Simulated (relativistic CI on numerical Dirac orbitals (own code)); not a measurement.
Cu4+: 2p photoemission

Computed with this model: Dirac-Coulomb-Breit CI, KLI orbitals optimised for each configuration, a model potential for QED, valence Slater integrals scaled by 0.8, multiplet model of photoemission in the sudden approximation; configurations [Ar] 3d7 → [He] 2s2 2p5 3s2 3p6 3d7; 300 K; Lorentzian 0.5 eV and Gaussian 0.6 eV FWHM. Energies are those of the free ion, without screening or charge transfer. The energies are binding energies and can lie tens of eV above those of solids. S is read from ⟨S²⟩ = S(S + 1).

Field parameters in Wybourne normalisation: Oh B⁴₀ = 21Dq, B⁴₄ = √(5/14) B⁴₀. The field is a parameter set, without covalency.

Computed curve for Oh, 10Dq = 40200 cm⁻¹, scaled to 100 at the maximum (points under 2 are left out and the grid is thinned):

Energy (eV), Intensity and a bar:
```
   1016.1        2.1 
   1016.6        3.0 
   1017.1        4.9 #
   1017.6        9.9 ##
   1018.2       37.3 ###########
   1018.7       80.7 ########################
   1019.2      100.0 ##############################
   1019.7       73.8 ######################
   1020.2       64.1 ###################
   1020.7       57.4 #################
   1021.3       37.2 ###########
   1021.8       42.6 ############
   1022.3       26.4 #######
   1022.8       14.2 ####
   1023.3       10.8 ###
   1023.8        7.4 ##
   1024.3        6.3 #
   1024.9        7.1 ##
   1025.4        8.3 ##
   1025.9        7.7 ##
   1026.4        7.1 ##
   1026.9        4.8 #
   1027.4        3.2 
   1038.0        2.1 
   1038.5        3.3 
   1039.0        6.4 #
   1039.5       19.8 #####
   1040.0       59.5 ##################
   1040.5       57.9 #################
   1041.0       39.7 ############
   1041.6       45.8 #############
   1042.1       18.4 #####
   1042.6        9.7 ##
   1043.1       10.1 ##
   1043.6        5.1 #
   1044.1        2.7 
   1044.7        3.5 
   1045.2        5.6 #
   1045.7        4.3 #
   1046.2        2.1
```

The ground state has S = 0.51, and the centroid lies at 1027.32 eV.
